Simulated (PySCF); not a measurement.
These are CAM-B3LYP-D3(BJ)/def2-TZVP (PySCF) values and carry that method's errors. Gas-phase values, no solvent. One relaxed conformer stands for a flexible species; it need not be the lowest. Excitations are Tamm–Dancoff values on a coarser integration grid. The basis has no diffuse functions, so Rydberg states are missing or too high.

Reference species (SMILES): `N#CCC(=C)B` (neutral, multiplicity 1).

```yaml
S1 oscillator strength: 0.005
S1 excitation (TDA): 5.55 eV
brightest of the four lowest singlets (TDA): 6.20 eV
```

Changed species: `C(/B)=C(/C)C#N`.

### Question
Predict the effect on the S1 oscillator strength, S1 excitation (TDA) and brightest of the four lowest singlets (TDA).

### Answer
the S1 oscillator strength stays essentially unchanged; the S1 excitation (TDA) decreases by 0.39 eV, to 5.16 eV; the brightest of the four lowest singlets (TDA) drops by 0.71 eV, to 5.49 eV.
